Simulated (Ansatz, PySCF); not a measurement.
This PySCF input computes a CCSD(T)/cc-pVDZ energy:

```python
from pyscf import gto, scf, mp, cc as ccmod

mol = gto.M(
    atom='''
    C    -0.18626734   -1.01819829    0.69076495
    C     0.37705736    0.03734785    0.14778293
    O    -0.06247492    0.87755403   -0.78775978
    H    -1.23594206   -1.24403079    0.51478391
    H     0.37796789   -1.67190592    1.33931723
    H     0.21303349    1.78060702   -0.58331023
    ''',
    basis='cc-pvdz',
    charge=0,
    spin=1,
    verbose=4,
)

mf = scf.UHF(mol)
mf.conv_tol = 1e-10
mf.max_cycle = 100
mf.kernel()
mo, _, stable, _ = mf.stability(return_status=True)
if not stable:
    mf.kernel(mf.make_rdm1(mo, mf.mo_occ))
mp2 = mp.MP2(mf, frozen=3).run()
cc = ccmod.CCSD(mf, frozen=3)
cc.max_cycle = 100
cc.kernel()
et = cc.ccsd_t()
print(f'E(CCSD(T)) = {cc.e_tot + et:.9f}')
```

Problem. Write an input for the same energy in Ansatz (an electronic-structure program) and say what it gives.

Solution. 
Ansatz 0.2 input:
```yaml
crystal:
  periodic: [false, false, false]
  atoms:
    - {symbol: C, position_ang: [-0.18626734, -1.01819829, 0.69076495]}
    - {symbol: C, position_ang: [0.37705736, 0.03734785, 0.14778293]}
    - {symbol: O, position_ang: [-0.06247492, 0.87755403, -0.78775978]}
    - {symbol: H, position_ang: [-1.23594206, -1.24403079, 0.51478391]}
    - {symbol: H, position_ang: [0.37796789, -1.67190592, 1.33931723]}
    - {symbol: H, position_ang: [0.21303349, 1.78060702, -0.58331023]}
basis:
  gaussian:
    orbitals: cc-pVDZ
magnetization: {spin_polarized: true, initial_magnetization: 1}
correlation: {method: ccsd_t, electrons: outside_noble_gas}
```
It gives -152.72998 Eh, and PySCF -152.72998 Eh, a difference of 0.00 mEh.

It need not be the lowest isomer of its formula.
